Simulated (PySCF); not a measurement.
C2H5OS, SMILES [CH2]S(C)=O, multiplicity 2.

The structure is a stationary point at PBE-D3(BJ)/def2-SVP. The isomer is the one that the SMILES or the coordinates give; other isomers of the formula were not compared.

Two levels are set side by side: PBE/def2-TZVP (PySCF) and M06-2X/def2-TZVP (PySCF). Same geometry, gas phase. Differences are taken from unrounded values.

```csv
quantity,M06-2X,PBE,PBE minus M06-2X
α-spin orbital gap (eV),9.00,4.53,-4.47
β-spin orbital gap (eV),6.40,2.09,-4.31
dipole moment (D),4.03,3.42,-0.61
mean polarisability (bohr³),50.2,53.3,3.1
```

PBE's more diffuse valence density responds more strongly to a field. Differences between two approximate levels are no errors against the true value.

Rough cost on one machine, each run with all the roots and properties that it gave: M06-2X against PBE within a factor of 2.
